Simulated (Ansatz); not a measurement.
Coupled-cluster run, Cl2FGeI, SMILES `[F][Ge]([Cl])([Cl])[I]`.

```yaml
crystal:
  periodic: [false, false, false]
  atoms:
    - {symbol: F, position_ang: [-0.395740, -0.050008, 1.716875]}
    - {symbol: Ge, position_ang: [-0.006633, -0.060081, 0.044763]}
    - {symbol: Cl, position_ang: [1.716243, -1.269672, -0.167055]}
    - {symbol: Cl, position_ang: [-1.643804, -0.957139, -0.950848]}
    - {symbol: I, position_ang: [0.379733, 2.263200, -0.685136]}
basis:
  gaussian: {orbitals: def2-TZVPP}
correlation: {method: ccsd_t}
output: {orbitals: {seedname: orbitals}}
```

```sh
$ ansatz run in.yaml --threads 4 --pin off --events-out ev --progress --plain
```

The program prints (abridged):

```
Functional definition: HF
1514 factors; integrals over basis functions are off by at most 9.2e-4 eV
mean field evaluation 1: about -92263.2500 eV, gradient 3.5e1 eV
mean field evaluation 2: about -92263.4046 eV, gradient 3.6e1 eV
mean field evaluation 4: about -92265.9906 eV, gradient 2.6e0 eV
mean field evaluation 8: about -92266.0283 eV, gradient 3.3e-1 eV
mean field evaluation 16: about -92266.0287 eV, gradient 1.2e-6 eV
mean field -92266.02874757 eV, -3390.7140163127 hartree, gradient 1.2e-6 eV, S^2 0.000000; 0 other end points of the search recorded, 0 dependent functions left out
24 core orbitals not correlated: weight in the atoms' cores, before any rotation towards them, 1.000 or more for the frozen orbitals, at most 0.000 for the correlated occupied ones
reference -92266.02874757 eV, -3390.7140163127 hartree; 26, 26 occupied and 163, 163 virtual orbitals, 1514 factors
second order -37.00096127 eV of doubles, -0.00000000 eV of singles
cycle   1  -35.83186864 eV  change     1.2e0 eV  update   1.2e-1
cycle   2  -36.66708199 eV  change   -8.4e-1 eV  update   3.5e-2
cycle   3  -36.81326407 eV  change   -1.5e-1 eV  update   1.6e-2
cycle   4  -36.78633852 eV  change    2.7e-2 eV  update   3.8e-3
cycle   5  -36.78103495 eV  change    5.3e-3 eV  update   1.6e-3
cycle   6  -36.78244182 eV  change   -1.4e-3 eV  update   4.8e-4
cycle   7  -36.78230762 eV  change    1.3e-4 eV  update   1.6e-4
cycle   8  -36.78215733 eV  change    1.5e-4 eV  update   4.8e-5
cycle   9  -36.78217000 eV  change   -1.3e-5 eV  update   1.9e-5
perturbative correction -1.24635914 eV, -0.0458028535 hartree
Total energy: -92304.05727670 eV, -3392.1115389817 hartree
```

Run time 2.3 min (4 threads of a server CPU on a shared host); peak host memory 3.5 GiB.

Correlation energy per correlated electron: -0.731 eV. T1 diagnostic: 0.0099.
